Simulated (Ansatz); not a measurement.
Cl$_{2}$CrO$_{2}$, charge +1, doublet (typed; the unrestricted solution is spin-contaminated), at a GFN2-xTB geometry (such geometries of metal compounds can be far from the true shape) (the multiplicity is a formal guess), with bond 2-1 at 1.8 times its length; PBE0/STO-3G (Ansatz, a quantum-chemistry and plane-wave program).

Ansatz was given this input:
Ansatz 0.2 input:
```yaml
crystal:
  periodic: [false, false, false]
  atoms:
    - {symbol: Cr, position_ang: [0.35013682, -0.06111891, 0.11288913]}
    - {symbol: O, position_ang: [2.29487937, -1.01647442, -1.65911732]}
    - {symbol: O, position_ang: [0.77826299, 0.20630785, 1.58371164]}
    - {symbol: Cl, position_ang: [-0.36525016, 1.69461310, -0.64793416]}
    - {symbol: Cl, position_ang: [-1.16850175, -1.42688565, 0.15343057]}
basis:
  gaussian:
    orbitals: STO-3G
hamiltonian:
  xc: pbe0
total_charge: 1
magnetization: {spin_polarized: true, initial_magnetization: 1}
scf: {lower_state_search: off}
```

Problem. What does Ansatz print? Leave out banner, timings and long lists.

Solution. 
```
Functional definition: PBE0
these checks for a lower state are left out or cut short: stability, starts, cluster_reference, orbital_swaps, neighbouring_geometries, increment
582 factors; integrals over basis functions are off by at most 3.7e-4 eV
mean field evaluation 1: about -56833.8305 eV, gradient 9.4e1 eV
mean field evaluation 2: about -56260.2533 eV, gradient 1.9e2 eV
mean field evaluation 4: about -56872.6717 eV, gradient 8.0e1 eV
mean field evaluation 8: about -56872.6711 eV, gradient 8.0e1 eV
mean field evaluation 16: about -56910.6801 eV, gradient 6.2e-3 eV
mean field -56910.68005128 eV, -2091.4289164400 hartree, gradient 2.2e-6 eV, S^2 1.897104; 0 other end points of the search recorded, 0 dependent functions left out
reference -56910.68006456 eV, -2091.4289169281 hartree; 37, 36 occupied and 9, 10 virtual orbitals, 582 factors
Total energy: -56910.68006456 eV, -2091.4289169281 hartree
Checks for a lower state left out: stability, starts, cluster_reference, orbital_swaps, neighbouring_geometries, increment
```
